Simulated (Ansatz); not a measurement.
F3HO2W (`[O]=[W]([OH])([F])([F])[F]`). Total charge 0; spin multiplicity 1. W takes the def2 core potential.

```xyz
7

O     0.828   -1.273    1.162
W    -0.129   -0.299    0.193
O     1.083    0.959   -0.450
F    -0.126   -1.097   -1.489
F    -1.839   -1.015    0.305
F    -0.825    1.011    1.318
H     1.008    1.714   -1.037
```

Question: What are the harmonic wavenumbers in cm⁻¹ at PBE0-D4/def2-TZVP (Ansatz, finite differences of forces, unscaled)? (An estimate is asked.)

Answer: Computed: 98, 111, 241, 259, 295, 309, 330, 384, 511, 638, 684, 706, 771, 1093, 3917.

Question: Is this a minimum?

Answer: Yes, all 15 modes are real.

Question: Give the ideal-gas thermochemistry at 298.15 K and 1 bar (rigid rotor, harmonic oscillator; point group Cs, symmetry number 1).

Answer: Zero-point energy 61.9 kJ/mol; H(298) − E = 84.1 kJ/mol; entropy 365.7 J/(mol·K), of which translation 178.9, rotation 114.7, vibration 72.2; G(298) − E = -25.0 kJ/mol. Modes under 100 cm⁻¹ are hindered rotations or soft bends, so the harmonic entropy is rough.

Question: And at 400, 500, 600, 800 and 1000 K?

Answer: 
```
T (K)  H − E (kJ/mol)  S (J/mol/K)  G − E (kJ/mol)
  400            96.1        400.4           -64.0
  500           108.9        428.9          -105.5
  600           122.3        453.3          -149.7
  800           150.2        493.3          -244.5
 1000           178.9        525.4          -346.5
```
